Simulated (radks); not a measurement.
Spherical quantum dot in the effective-mass picture: electrons in a parabolic well V = omega^2 r^2 / 2 with omega = 1.23, all in effective atomic units (hartree* = m*/eps^2 hartree, bohr* = eps/m* bohr), one dielectric constant everywhere. Calculated with a radial shooting solver with Libxc functionals: non-relativistic Kohn-Sham, LDA (Slater exchange, Perdew-Wang correlation), spin-polarised, spherical densities. Levels are named by radial order and angular momentum (1s, 1p, 1d, 2s, ...), and open shells are averaged over m.

N = 15, configuration 1s2 1p6 1d(up 5, down 2). This is the lowest configuration that the search found. Occupied and some empty levels:

level    occupation  eigenvalue (hartree*)  <r> (bohr*)
1s up             1                 9.6732        1.384
1s down           1                 9.7175        1.370
1p up             3                 10.346        1.748
1p down           3                 10.403        1.744
1d up             5                 11.093        2.008
1d down           2                 11.153        2.010
2s up             0                 11.230        1.766
2s down           0                 11.269        1.775
1f up             0                 11.907        2.217
1f down           0                 11.965        2.223
2p up             0                 12.117        2.000
2p down           0                 12.156        2.004

Energy (hartree*): total 106.151, kinetic 16.788, external 41.152, Hartree 55.519, exchange-correlation -7.3076.

Electron density:

r (bohr*)  n(r) (e/bohr*^3)
0.172                0.1870
0.459                0.2163
0.746                0.2641
1.03                 0.3107
1.32                 0.3295
1.61                 0.3013
1.90                 0.2304
2.18                 0.1437
2.47                0.07170
2.76                0.02826
3.04               0.008740
3.33               0.002120
3.62              0.0004045
